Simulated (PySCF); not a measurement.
FK, triplet, at the geometry of the source list (a higher spin typed on purpose: for a closed-shell molecule this is an excited state). Base run: B3LYP/def2-SVP in PySCF.

PySCF was given this input:
```python
from pyscf import gto, scf, dft, solvent

mol = gto.Mole()
mol.atom = '''
    K    -0.522700   -0.468500   -0.735200
    F     0.522700    0.468500    0.735200
'''
mol.basis = 'def2-svp'
mol.charge = 0
mol.spin = 2
mol.verbose = 3
mol.build()

mf = dft.UKS(mol)
mf.xc = 'b3lyp'
mf.kernel()
```

The base run was repeated with changes; each row names its change, and settings that it needs were set with it.

```csv
change,ΔE vs base (kJ/mol),dipole (D)
base,0.00,1.89
model = C-PCM; solvent = chloroform,-3.14,2.95
model = ddCOSMO; solvent = chloroform,-11.95,2.11
model = COSMO; solvent = chloroform,-2.74,2.79
model = IEF-PCM; solvent = tetrahydrofuran,-3.33,3.00
model = IEF-PCM; solvent = chloroform,-2.81,2.80
model = IEF-PCM; solvent = chloroform; lebedev_order = 11,-2.72,2.77
model = IEF-PCM; solvent = methanol,-4.21,3.35
model = IEF-PCM; solvent = chloroform; vdw_scale = 1.1,-3.42,2.89
model = IEF-PCM; solvent = chloroform; lebedev_order = 41,-2.81,2.81
model = IEF-PCM; solvent = chloroform; vdw_scale = 1.0,-4.53,2.91
model = IEF-PCM; solvent = n-hexane,-1.31,2.28
```

The base is the gas phase, so ΔE is the electrostatic part of solvation at a fixed geometry, without cavity and dispersion terms.

Open shells are given as the SCF converged; they aren't shown to be the lowest states, and a large step between rows can be another state.
